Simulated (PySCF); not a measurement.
Species: C5H5ClP2S.
SMILES: `CSc1cpc(Cl)cp1`

Computed, not measured: TDDFT PBE0/def2-SVPD, vertical, gas phase, core orbitals frozen in the response (PySCF). The structure is a single GFN2-xTB conformer in the gas phase; no vibrational or solvent corrections. Torsions of this conformer, `[CH3:1][S:2][c:3]1[cH:4][p:5][c:6]([Cl:7])[cH:8][p:9]1`: C1–S2–C3–C4 180°.

Computed states:

| state | E (eV) | f |
| --- | --- | --- |
| S1 | 3.15 | 0.033 |
| S2 | 4.06 | 0.118 |
| S3 | 4.41 | 0.011 |
| S4 | 4.59 | 0.211 |
| S5 | 4.65 | 0.0076 |
| S6 | 4.81 | 0.239 |
| S7 | 5.19 | 0.0002 |
| S8 | 5.23 | 0.084 |

Each state is given a Gaussian of 0.4 eV full width at half maximum, with ε(max) = 2.175×10⁸ f / Δν̃ (Δν̃ the width in cm⁻¹). The width is an assumption, not a result. The curve ends short of the highest state used, and states not computed would add to its high-energy end.

(1) What does the envelope look like, and where are its maxima?

(2) Does any computed singlet lie in the visible range?

(3) On this curve, what absorbance would a 10⁻³ mol/L sample give at 280 nm over a 1 cm path?

(4) Coming from long wavelengths, where does ε first pass 100 L mol⁻¹ cm⁻¹?

## Answers

(1) 
```
λ (nm)  ε (L mol⁻¹ cm⁻¹)
 267.6             23704
 273.8             18463
 280.1             11989
 286.3              7745
 292.5              6730
 298.8              7593
 305.0              8143
 311.2              7289
 317.5              5326
 323.7              3255
 329.9              1692
 336.2               762
 342.4               343
 348.6               234
 354.9               327
 361.1               572
 367.3               935
 373.6              1370
 379.8              1779
 386.0              2079
 392.3              2209
 398.5              2147
 404.7              1929
 411.0              1607
 417.2              1257
 423.4               926
 429.7               643
 435.9               427
 442.1               271
 448.4               164
 454.6                97
 460.8                55
 467.1                30
 473.3                16
 479.5                 8
 485.8                 4
```

Maxima: 393 nm (3.15 eV), ε about 2200, made up of S1 (100%); 305 nm (4.07 eV), ε about 8100, made up of S2 (97%) (ε in L mol⁻¹ cm⁻¹; maxima over ε = 5, shares over 10%). At its high-energy end, 4.63 eV, the curve is still rising (ε about 24000, from S4 and S6).

(2) S1 lies in the visible range (380 to 750 nm), at 393 nm, f = 0.033; light of that wavelength is violet, and its complementary colour is yellow-green; a Tamm–Dancoff triplet lies at 566 nm, without intensity as long as spin–orbit coupling is left out.

(3) 280 nm is 4.428 eV, where ε is about 12000 L mol⁻¹ cm⁻¹, so A = ε c l ≈ 12 (Beer–Lambert, with the gas-phase spectrum and the assumed width).

(4) At about 454 nm (2.73 eV), 0.42 eV below S1.
